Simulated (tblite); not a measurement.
Compound: C6H7N3Si.
Numbering: `[SiH3:1][c:2]1[cH:3][cH:4][c:5]2[n:6][nH:7][n:8][c:9]2[cH:10]1` (hydrogens: H11, H12, H13 on Si1; H14 on C3; H15 on C4; H16 on N7; H17 on C10)

Structure optimised with GFN2-xTB, isolated species.

Question: Give the optimised bond lengths and angles.

Answer: 
```tsv
bond	length (Å)	order
Si1–C2	1.890	single
C2–C3	1.418	aromatic
C3–C4	1.367	aromatic
C4–C5	1.401	aromatic
C5–N6	1.342	aromatic
N6–N7	1.307	aromatic
N7–N8	1.306	aromatic
N8–C9	1.344	aromatic
C9–C10	1.399	aromatic
C2–C10	1.375	aromatic
C5–C9	1.433	aromatic
Si1–H11, Si1–H12, Si1–H13	1.464	single
C3–H14	1.081	single
C4–H15	1.079	single
N7–H16	1.011	single
C10–H17	1.079	single
```

Bonds in one row agree within 0.01 Å and their mean is given. Orders are formal, as drawn. A selection of angles:
```tsv
angle	degrees
C2–Si1–H11	108.8
H11–Si1–H12	110.2
Si1–C2–C3	120.1
Si1–C2–C10	120.0
C3–C2–C10	119.9
C2–C3–C4	123.4
C2–C3–H14	117.6
C4–C3–H14	118.9
C3–C4–C5	117.1
C3–C4–H15	122.3
C5–C4–H15	120.5
C4–C5–N6	132.1
C4–C5–C9	120.4
N6–C5–C9	107.5
C5–N6–N7	103.6
N6–N7–N8	117.9
N6–N7–H16	121.1
N8–N7–H16	121.1
N7–N8–C9	103.6
N8–C9–C10	131.9
C5–C9–N8	107.4
C5–C9–C10	120.7
C9–C10–H17	119.9
C2–C10–C9	118.5
C2–C10–H17	121.6
```

The 5-membered ring C5–N6–N7–N8–C9 has internal angles of 103.6° to 117.9°; it is planar, 0.00 Å rms from its mean plane, widest ring torsion 0°. The 6-membered ring C2–C3–C4–C5–C9–C10 has internal angles of 117.1° to 123.4° (sum 720°, against 720° for a flat polygon); it is planar, 0.00 Å rms from its mean plane, widest ring torsion 0°. N7 (pyrrole-type nitrogen) is planar (angles 121.1°, 121.1° and 117.9°, sum 360.0°, 0.00 Å off the plane of its three neighbours). The C–C distances run from 1.367 Å (C3–C4, aromatic) to 1.433 Å (C5–C9, aromatic), a spread of 0.066 Å. The 10 heavy atoms lie in one plane (0.003 Å rms). Si1 (SiH3 silicon) is tetrahedral (angles from 108.8° to 110.2°).

GFN2-xTB frequencies show an imaginary mode (40i cm⁻¹), so the point is no minimum at that level.

On one thread, Arm Neoverse N1 (aarch64) (shared host), this took 0.23 s wall. This is the geometry optimisation.

The numbers are calculated, not measured.
